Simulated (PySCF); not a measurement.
SiH₃Cl, SMILES [SiH3]Cl. Geometry optimised at PBE-D3(BJ)/def2-TZVP. The isomer is the one that the SMILES or the coordinates give; other isomers of the formula were not compared.

All values below come from PBE-D3(BJ)/def2-TZVP in PySCF.

Harmonic wavenumbers (cm⁻¹): 532, 634, 634, 912, 915, 915, 2180, 2196, 2196. Rotational constants (GHz): 83.75, 6.505, 6.505; symmetry number 3.

Problem. Work out the zero-point energy and the ideal-gas rigid-rotor harmonic-oscillator thermochemistry at 298.15 K and 1 atm.

Solution. ZPE = ½ Σ hcν = ½ × 11113 cm⁻¹ = 66.47 kJ/mol. H − E(el) = 78.07 kJ/mol. Entropy in J/(mol K): translation 161.10, rotation 83.05, vibration 7.41, total 251.57. G − E(el) = 3.06 kJ/mol. Cp = 52.35 J/(mol K).
